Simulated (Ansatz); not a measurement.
Ansatz (a first-principles code) input (B3LYP-D3(BJ)/def2-TZVP):

Ansatz 0.2 input:
```yaml
crystal:
  periodic: [false, false, false]
  atoms:
    - {symbol: C, position_ang: [1.21632433, -0.06610190, -0.33003638]}
    - {symbol: C, position_ang: [-0.01604231, -0.01371774, 0.04003491]}
    - {symbol: O, position_ang: [-1.16868300, 0.10870740, 0.20657606]}
    - {symbol: H, position_ang: [2.14777190, -0.39074138, 0.08740038]}
basis:
  gaussian:
    orbitals: def2-TZVP
hamiltonian:
  xc: b3lyp
  dispersion: d3bj
magnetization: {spin_polarized: true, initial_magnetization: 1}
phonons: {temperatures: {t_min: 298.15, t_max: 298.15, t_step: 100}}
```

Output:

```
Functional definition: B3LYP
integrals: 0.02 GiB planned
555 factors; their error is unknown
mean field: 0.27 GiB planned
mean field evaluation 1: about -4132.7917 eV, gradient 2.8e1 eV
mean field evaluation 2: about -4132.3573 eV, gradient 3.1e1 eV
mean field evaluation 4: about -4135.8813 eV, gradient 2.4e0 eV
mean field evaluation 8: about -4135.9094 eV, gradient 5.0e-2 eV
mean field evaluation 16: about -4135.9171 eV, gradient 8.8e-5 eV
mean field -4135.91713107 eV, -151.9921511413 hartree, gradient 1.1e-5 eV, S^2 0.757773; 1 other end points of the search recorded, 0 dependent functions left out
the calculation of the forces begins
reference -4135.91732013 eV, -151.9921580894 hartree; 11, 10 occupied and 88, 89 virtual orbitals, 555 factors
these checks for a lower state are left out or cut short: stability, starts, cluster_reference, orbital_swaps, neighbouring_geometries, increment
integrals: 0.02 GiB planned
555 factors; their error is unknown
mean field: 0.27 GiB planned
mean field evaluation 32: about -4135.9079 eV, gradient 1.9e-4 eV
mean field -4135.91709711 eV, -151.9921498933 hartree, gradient 1.8e-6 eV, S^2 0.757764; 0 other end points of the search recorded, 0 dependent functions left out
the calculation of the forces begins
reference -4135.91728619 eV, -151.9921568421 hartree; 11, 10 occupied and 88, 89 virtual orbitals, 555 factors
these checks for a lower state are left out or cut short: stability, starts, cluster_reference, orbital_swaps, neighbouring_geometries, increment
integrals: 0.02 GiB planned
555 factors; their error is unknown
mean field: 0.27 GiB planned
mean field -4135.91709641 eV, -151.9921498676 hartree, gradient 1.7e-6 eV, S^2 0.757783; 0 other end points of the search recorded, 0 dependent functions left out
the calculation of the forces begins
reference -4135.91728545 eV, -151.9921568150 hartree; 11, 10 occupied and 88, 89 virtual orbitals, 555 factors
these checks for a lower state are left out or cut short: stability, starts, cluster_reference, orbital_swaps, neighbouring_geometries, increment
integrals: 0.02 GiB planned
555 factors; their error is unknown
mean field: 0.27 GiB planned
mean field -4135.91699889 eV, -151.9921462841 hartree, gradient 2.1e-6 eV, S^2 0.757754; 0 other end points of the search recorded, 0 dependent functions left out
the calculation of the forces begins
reference -4135.91718800 eV, -151.9921532338 hartree; 11, 10 occupied and 88, 89 virtual orbitals, 555 factors
these checks for a lower state are left out or cut short: stability, starts, cluster_reference, orbital_swaps, neighbouring_geometries, increment
integrals: 0.02 GiB planned
555 factors; their error is unknown
mean field: 0.27 GiB planned
mean field -4135.91698115 eV, -151.9921456320 hartree, gradient 2.0e-6 eV, S^2 0.757793; 0 other end points of the search recorded, 0 dependent functions left out
the calculation of the forces begins
reference -4135.91717017 eV, -151.9921525784 hartree; 11, 10 occupied and 88, 89 virtual orbitals, 555 factors
these checks for a lower state are left out or cut short: stability, starts, cluster_reference, orbital_swaps, neighbouring_geometries, increment
integrals: 0.02 GiB planned
555 factors; their error is unknown
mean field: 0.27 GiB planned
mean field evaluation 64: about -4135.9171 eV, gradient 8.2e-5 eV
mean field -4135.91709616 eV, -151.9921498585 hartree, gradient 1.7e-6 eV, S^2 0.757788; 0 other end points of the search recorded, 0 dependent functions left out
the calculation of the forces begins
reference -4135.91728525 eV, -151.9921568074 hartree; 11, 10 occupied and 88, 89 virtual orbitals, 555 factors
these checks for a lower state are left out or cut short: stability, starts, cluster_reference, orbital_swaps, neighbouring_geometries, increment
integrals: 0.02 GiB planned
555 factors; their error is unknown
mean field: 0.27 GiB planned
mean field -4135.91709521 eV, -151.9921498237 hartree, gradient 1.8e-6 eV, S^2 0.757760; 0 other end points of the search recorded, 0 dependent functions left out
the calculation of the forces begins
reference -4135.91728425 eV, -151.9921567709 hartree; 11, 10 occupied and 88, 89 virtual orbitals, 555 factors
these checks for a lower state are left out or cut short: stability, starts, cluster_reference, orbital_swaps, neighbouring_geometries, increment
integrals: 0.02 GiB planned
555 factors; their error is unknown
mean field: 0.27 GiB planned
mean field -4135.91690846 eV, -151.9921429609 hartree, gradient 2.0e-6 eV, S^2 0.757853; 0 other end points of the search recorded, 0 dependent functions left out
the calculation of the forces begins
reference -4135.91709752 eV, -151.9921499087 hartree; 11, 10 occupied and 88, 89 virtual orbitals, 555 factors
these checks for a lower state are left out or cut short: stability, starts, cluster_reference, orbital_swaps, neighbouring_geometries, increment
integrals: 0.02 GiB planned
555 factors; their error is unknown
mean field: 0.27 GiB planned
mean field -4135.91691478 eV, -151.9921431928 hartree, gradient 2.1e-6 eV, S^2 0.757696; 0 other end points of the search recorded, 0 dependent functions left out
the calculation of the forces begins
reference -4135.91710385 eV, -151.9921501413 hartree; 11, 10 occupied and 88, 89 virtual orbitals, 555 factors
these checks for a lower state are left out or cut short: stability, starts, cluster_reference, orbital_swaps, neighbouring_geometries, increment
integrals: 0.02 GiB planned
555 factors; their error is unknown
mean field: 0.27 GiB planned
mean field evaluation 96: about -4135.9171 eV, gradient 1.7e-6 eV
mean field -4135.91711724 eV, -151.9921506334 hartree, gradient 1.7e-6 eV, S^2 0.757767; 0 other end points of the search recorded, 0 dependent functions left out
the calculation of the forces begins
reference -4135.91730628 eV, -151.9921575805 hartree; 11, 10 occupied and 88, 89 virtual orbitals, 555 factors
these checks for a lower state are left out or cut short: stability, starts, cluster_reference, orbital_swaps, neighbouring_geometries, increment
integrals: 0.02 GiB planned
555 factors; their error is unknown
mean field: 0.27 GiB planned
mean field -4135.91712036 eV, -151.9921507480 hartree, gradient 1.7e-6 eV, S^2 0.757780; 0 other end points of the search recorded, 0 dependent functions left out
the calculation of the forces begins
reference -4135.91730946 eV, -151.9921576972 hartree; 11, 10 occupied and 88, 89 virtual orbitals, 555 factors
these checks for a lower state are left out or cut short: stability, starts, cluster_reference, orbital_swaps, neighbouring_geometries, increment
integrals: 0.02 GiB planned
555 factors; their error is unknown
mean field: 0.27 GiB planned
mean field -4135.91697376 eV, -151.9921453606 hartree, gradient 1.7e-6 eV, S^2 0.757710; 0 other end points of the search recorded, 0 dependent functions left out
the calculation of the forces begins
reference -4135.91716281 eV, -151.9921523081 hartree; 11, 10 occupied and 88, 89 virtual orbitals, 555 factors
these checks for a lower state are left out or cut short: stability, starts, cluster_reference, orbital_swaps, neighbouring_geometries, increment
integrals: 0.02 GiB planned
555 factors; their error is unknown
mean field: 0.27 GiB planned
mean field -4135.91699935 eV, -151.9921463009 hartree, gradient 1.9e-6 eV, S^2 0.757838; 0 other end points of the search recorded, 0 dependent functions left out
the calculation of the forces begins
reference -4135.91718844 eV, -151.9921532497 hartree; 11, 10 occupied and 88, 89 virtual orbitals, 555 factors
these checks for a lower state are left out or cut short: stability, starts, cluster_reference, orbital_swaps, neighbouring_geometries, increment
integrals: 0.02 GiB planned
555 factors; their error is unknown
mean field: 0.27 GiB planned
mean field evaluation 128: about -4135.9171 eV, gradient 1.8e-6 eV
mean field -4135.91710493 eV, -151.9921501809 hartree, gradient 1.8e-6 eV, S^2 0.757775; 0 other end points of the search recorded, 0 dependent functions left out
the calculation of the forces begins
reference -4135.91729398 eV, -151.9921571285 hartree; 11, 10 occupied and 88, 89 virtual orbitals, 555 factors
these checks for a lower state are left out or cut short: stability, starts, cluster_reference, orbital_swaps, neighbouring_geometries, increment
integrals: 0.02 GiB planned
555 factors; their error is unknown
mean field: 0.27 GiB planned
mean field -4135.91710344 eV, -151.9921501262 hartree, gradient 1.4e-6 eV, S^2 0.757772; 0 other end points of the search recorded, 0 dependent functions left out
the calculation of the forces begins
reference -4135.91729252 eV, -151.9921570748 hartree; 11, 10 occupied and 88, 89 virtual orbitals, 555 factors
these checks for a lower state are left out or cut short: stability, starts, cluster_reference, orbital_swaps, neighbouring_geometries, increment
integrals: 0.02 GiB planned
555 factors; their error is unknown
mean field: 0.27 GiB planned
mean field -4135.91709058 eV, -151.9921496537 hartree, gradient 1.9e-6 eV, S^2 0.757778; 0 other end points of the search recorded, 0 dependent functions left out
the calculation of the forces begins
reference -4135.91727963 eV, -151.9921566011 hartree; 11, 10 occupied and 88, 89 virtual orbitals, 555 factors
these checks for a lower state are left out or cut short: stability, starts, cluster_reference, orbital_swaps, neighbouring_geometries, increment
integrals: 0.02 GiB planned
555 factors; their error is unknown
mean field: 0.27 GiB planned
mean field -4135.91707620 eV, -151.9921491252 hartree, gradient 1.8e-6 eV, S^2 0.757769; 0 other end points of the search recorded, 0 dependent functions left out
the calculation of the forces begins
reference -4135.91726529 eV, -151.9921560740 hartree; 11, 10 occupied and 88, 89 virtual orbitals, 555 factors
Total energy: -4135.99374256 eV, -151.9949665618 hartree
Atom 0 at     1.216324    -0.066102    -0.330036 Å, force     0.000760    -0.000262     0.000334 eV/Å
Atom 1 at    -0.016042    -0.013718     0.040035 Å, force    -0.000197     0.000057    -0.000059 eV/Å
Atom 2 at    -1.168683     0.108707     0.206576 Å, force     0.000135    -0.000036     0.000033 eV/Å
Atom 3 at     2.147772    -0.390741     0.087400 Å, force    -0.000698     0.000241    -0.000308 eV/Å
Dipole moment:     0.296810    -0.113430     0.157431 e Å
Vibrations: 473.99 503.89 566.33 1265.03 2081.61 3344.72 cm⁻¹, zero-point energy 0.510540 eV
```

It need not be the lowest isomer of its formula.
